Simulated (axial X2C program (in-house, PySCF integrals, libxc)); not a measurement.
# Low determinants of SiTe at the PBE0 level, with spin–orbit coupling

Calculated with an axial X2C code built on PySCF integrals. Two-component (2c) means X2C with spin–orbit coupling and atomic mean-field two-electron Coulomb and Gaunt terms. Basis: Te dyall-cv3z [11s12p8d4f1g], Si dyall-v3z [8s7p2d1f] (cores contracted in-house); Gaussian nuclei, density fitting, unrestricted open shells. Masses: Te 129.906 u, Si 27.977 u.

Search at 2.279 Å (vertical energies from the lowest determinant):

| ΔE (eV) | state | electrons beyond evenly filled partner blocks | electrons in ±ω = 1/2, 3/2, 5/2, 7/2 |
| --- | --- | --- | --- |
| 0.00 | Ω = 0 | none | 44 18 4 0 |
| 2.40 | Ω = 1 | ω = -1/2, ω = 3/2 | 45 17 4 0 |
| 2.53 | Ω = 3 | 2 × ω = 3/2 | 44 18 4 0 |
| 2.59 | Ω = 2 | ω = 1/2, ω = 3/2 | 43 19 4 0 |
| 2.61 | Ω = 1 | 2 × ω = 1/2 | 44 18 4 0 |
| 2.64 | Ω = 2 | ω = 1/2, ω = 3/2 | 45 17 4 0 |
| 2.75 | Ω = 1 | ω = -1/2, ω = 3/2 | 43 19 4 0 |

Lowest determinant, Ω = 0 (closed shell): Re = 2.276 Å, ωe = 491.6 cm⁻¹.

The determinant in row 2 of the search, Ω = 1 (⟨Sz⟩ = 1.00, ⟨Lz⟩ = 0.00 at PBE0), was followed along the bond at PBE0; measured from the minimum of the lowest determinant it gives:

Te = 1.981 eV (15982 cm⁻¹), Re = 2.534 Å, ωe = 333.1 cm⁻¹.

Problem. Compare the bond of the determinant in row 2 with that of the lowest one.

Solution. At PBE0 its Re is 0.258 Å longer and its force constant, which goes as ωe², is 0.46 times that of the lowest determinant. T0 ≈ Te + Δωe/2 = 15982 + (-79) = 15903 cm⁻¹.

The search compares states at one distance, so a state with another bond length can lie lower; it is not exhaustive and yields mostly the lowest determinant of each block pattern, so other components and higher states of one pattern are missing. These are energies of single determinants, not of spin-adapted states; PBE0 term energies can be off by some tenths of an eV, and the functional has no current term. Open-shell Ω = 0 determinants with evenly filled partner blocks cannot be reached by this program, so the Ω shown need not be the lowest component.
